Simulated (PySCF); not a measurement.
CH5NbO2S, SMILES [CH3][Nb]([OH])([OH])=[S], multiplicity 1.

Geometry: B3LYP-D3(BJ)/def2-SVP. The multiplicity is an assumed one; no other spin state was optimised. The structure was generated by enumeration; whether it is a known compound was not checked. The def2 effective core potentials stand for the cores of Nb; spin–orbit coupling is left out. Other conformers were not sampled.

Vertical ionisation energy (IE) and electron affinity (EA) in eV. Rows of orbital energies are one-electron estimates. Where ΔSCF, EOM or ADC give a negative EA the extra electron is unbound and the value depends on the basis.

```
level                                              IE    EA
-----------------------------------------------  ----  ----
−ε(HOMO), −ε(LUMO), CAM-B3LYP/def2-TZVP (PySCF)  8.80  0.66
−ε(HOMO), −ε(LUMO), PBE/def2-TZVP (PySCF)        6.39  2.59
```
